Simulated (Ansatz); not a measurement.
H2AlBCl, SMILES `[BH2][Al-][Cl]` (near-degenerate singlet) (charge -1, multiplicity 1). This singlet lies within 0.05 eV of the relaxed triplet at the level B3LYP/aug-cc-pVTZ // PBE0-D3(BJ)/def2-TZVPD (Ansatz, a first-principles code).

All values below come from frozen-core CCSDT(Q)/aug-cc-pVDZ // PBE0-D3(BJ)/def2-TZVPD run with Ansatz.

Ansatz 0.2 input:
```yaml
crystal:
  periodic: [false, false, false]
  atoms:
    - { symbol: B, position_ang: [-0.755277, 0.221412, -0.380763] }
    - { symbol: Al, position_ang: [0.708563, -0.444806, 0.918059] }
    - { symbol: Cl, position_ang: [2.883927, -0.44202, 0.434803] }
    - { symbol: H, position_ang: [-1.513553, -0.598419, -0.868612] }
    - { symbol: H, position_ang: [-1.32366, 1.263831, -0.103487] }
basis:
  gaussian: { orbitals: aug-cc-pVDZ }
correlation:
  method: ccsdt_q
total_charge: -1
```

Output:

```
Functional definition: HF
1621 factors; integrals over basis functions are off by at most 1.4e-7 eV
mean field evaluation 1: about -19787.9687 eV, gradient 1.9e1 eV
mean field evaluation 2: about -19788.0370 eV, gradient 1.9e1 eV
mean field evaluation 4: about -19790.4521 eV, gradient 2.9e0 eV
mean field evaluation 8: about -19790.6277 eV, gradient 7.0e-1 eV
mean field evaluation 16: about -19790.6452 eV, gradient 5.0e-5 eV
mean field evaluation 32: about -19785.8382 eV, gradient 6.1e0 eV
mean field -19790.64523316 eV, -727.2927977374 hartree, gradient 2.5e-6 eV, S^2 0.000000; 0 other end points of the search recorded, 0 dependent functions left out; unrestricted orbitals would lower it
11 core orbitals not correlated
reference -19790.64523316 eV, -727.2927977374 hartree; 8, 8 occupied and 76, 76 virtual orbitals, 1621 factors
second order -8.37571774 eV of doubles, -0.00000000 eV of singles
cycle   1  -9.16681072 eV  change   -7.9e-1 eV  update   1.2e-1
cycle   2  -9.66021696 eV  change   -4.9e-1 eV  update   6.0e-2
cycle   3  -10.00489168 eV  change   -3.4e-1 eV  update   4.4e-2
cycle   4  -9.95618225 eV  change    4.9e-2 eV  update   2.1e-2
cycle   5  -9.95758801 eV  change   -1.4e-3 eV  update   1.6e-2
cycle   6  -9.98087611 eV  change   -2.3e-2 eV  update   7.9e-3
cycle   7  -9.98199418 eV  change   -1.1e-3 eV  update   4.9e-3
cycle   8  -9.98050011 eV  change    1.5e-3 eV  update   2.6e-3
cycle   9  -9.98180399 eV  change   -1.3e-3 eV  update   1.3e-3
cycle  10  -9.98269004 eV  change   -8.9e-4 eV  update   6.1e-4
cycle  11  -9.98207949 eV  change    6.1e-4 eV  update   3.3e-4
cycle  12  -9.98219704 eV  change   -1.2e-4 eV  update   1.8e-4
cycle  13  -9.98211267 eV  change    8.4e-5 eV  update   9.6e-5
cycle  14  -9.98205908 eV  change    5.4e-5 eV  update   5.4e-5
cycle  15  -9.98209293 eV  change   -3.4e-5 eV  update   3.3e-5
cycle  16  -9.98212193 eV  change   -2.9e-5 eV  update   2.0e-5
cycle  17  -9.98212496 eV  change   -3.0e-6 eV  update   1.3e-5
cycle  18  -9.98212506 eV  change   -9.3e-8 eV  update   9.0e-6
cycle  19  -9.98212530 eV  change   -2.4e-7 eV  update   5.8e-6
cycle  20  -9.98212549 eV  change   -1.9e-7 eV  update   3.4e-6
cycle  21  -9.98212748 eV  change   -2.0e-6 eV  update   2.0e-6
cycle  22  -9.98212964 eV  change   -2.2e-6 eV  update   1.1e-6
cycle  23  -9.98213088 eV  change   -1.2e-6 eV  update   6.5e-7
perturbative correction -0.03194250 eV, -0.0011738652 hartree
Total energy: -19800.65930653 eV, -727.6608081462 hartree
```
